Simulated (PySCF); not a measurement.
**[TaO2]-, triplet: computed properties**

These are results of UPBE0/[Ta def2-SVPD with ECP60, O def2-SVPD], scalar-relativistic core potentials, density fitting, no spin–orbit coupling, PySCF, not measurements.

The structure is a saddle point with 1 imaginary mode.

```xyz
3
charge -1 multiplicity 3, angstrom
Ta    0.0000    0.0000   -0.2750
O     0.7167    0.0000    1.5556
O    -0.7167    0.0000    1.5556
```

- Point group: C2v
- Bond lengths: O–O 1.433 Å, Ta–O 1.966 Å (×2)
- Bond angles: O–O–Ta 68.6° (×2), O–Ta–O 42.8°
- Lowest empty level (α): 3.09 eV
- Highest occupied level (α): 0.49 eV
- Zero-point energy (real modes): 9.2 kJ/mol
- Dipole moment about the centre of mass: 1.34 D
- Principal quadrupole moments (Buckingham, traceless) about the centre of mass: -7.93, 2.34, 5.59 D Å
- Principal polarisabilities: 130.5, 143.2, 152.4 bohr³
- Spin squared ⟨S²⟩: 2.043
- Rotational constants: 1.026, 0.1851, 0.1568 cm⁻¹

Harmonic modes (masses in u: Ta 180.948, O 15.995):
| symmetry | ω (cm⁻¹) | IR (km/mol) |
| --- | --- | --- |
| b2 | 543i | – |
| a1 | 567 | 78.0 |
| a1 | 963 | 61.3 |

In C2v the vibrations span b2 + 2a1. Here b1 is antisymmetric to the molecular plane and b2 lies in it.

Charges (e); Mulliken and Löwdin values are unreliable with diffuse functions:
```
atom  Mulliken  Löwdin  polar tensor  spin (Mulliken)  Mayer order to Ta1
 Ta1     -0.25    0.18          0.15             2.01                   –
O2,3     -0.37   -0.59         -0.58             0.00                0.62
```
Other Mayer orders above 0.3: O–O 0.77.

Mulliken populations on Ta1 (electrons outside its core potential): s 3.97, p 6.28, d 2.94, f 0.07.

The highest occupied level lies above zero, a sign of self-interaction error or too small a basis; response properties are unreliable. Only a few start shapes were tried, so a lower isomer may exist. Other spin states or occupations of the open shell can lie lower. The lowest empty level of this anion is unbound, so it and the gap depend on the basis. At this level a singlet minimum of C2v symmetry lies 590 kJ/mol below this structure. Spin–orbit coupling, left out here, can matter for elements this heavy.

The final relaxation and frequency run took of the order of 2.1 core-minutes on a shared host.
